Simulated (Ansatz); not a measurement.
A nudged elastic band was laid between two geometries of C3H9NOSi (15 atoms, charge 0, multiplicity 1).

Theory: RHF/STO-3G in Ansatz 0.2.0.

```
movable images  : 9
climbing image  : yes
spring          : 5.0 eV/Å²
optimiser       : quadratic models (default)
start path      : through a guess of the saddle point
force threshold : 0.03 eV/Å
iteration limit : 60
end points      : relaxed
```

Initial state:

```xyz
15
Properties=species:S:1:pos:R:3
C 1.000 -1.909 1.275
C 0.949 -0.944 0.074
O -0.171 -0.066 0.275
C -0.382 0.899 -0.716
N 0.295 1.091 -1.783
Si -1.867 1.996 -0.342
H 1.834 -2.595 1.163
H 0.080 -2.483 1.335
H 1.124 -1.354 2.199
H 1.888 -0.382 0.012
H 0.842 -1.517 -0.855
H 1.084 0.412 -1.857
H -2.450 1.589 0.889
H -2.816 1.865 -1.393
H -1.432 3.347 -0.246
```

Final state:

```xyz
15
Properties=species:S:1:pos:R:3
C 0.881 -2.024 1.163
C 0.961 -0.926 0.085
O -0.196 -0.087 0.237
C -0.307 0.981 -0.661
N 0.495 1.304 -1.601
Si -1.868 1.984 -0.343
H 1.740 -2.683 1.084
H -0.024 -2.611 1.037
H 0.870 -1.580 2.154
H 1.886 -0.351 0.212
H 0.988 -1.387 -0.910
H 1.306 0.648 -1.645
H -1.838 2.472 0.993
H -3.001 1.141 -0.515
H -1.917 3.067 -1.261
```

Task: What changes between the two ends?

Result: No bond is made or broken.

Task: What energy profile does the band end with?

Result: The run converged. The highest image is number 0 of 0 to 10, 0.0 kcal/mol above the first end and 0.3 kcal/mol above the last; the last end lies 0.3 kcal/mol below the first. The highest image is an end point: on this band no image between the ends rises above it. Limits of this set-up: minimal basis.

```csv
image,path coordinate (Å),energy (kcal/mol)
0,0.00,0.0
1,0.17,0.0
2,0.40,0.0
3,0.62,-0.1
4,0.84,-0.1
5,1.07,-0.1
6,1.29,-0.2
7,1.51,-0.2
8,1.74,-0.3
9,1.96,-0.3
10,2.18,-0.3
```

The run took 3.3 min on 1 thread of AMD EPYC 7R13 Processor (Zen 3) (shared host), peak memory 0.12 GiB.
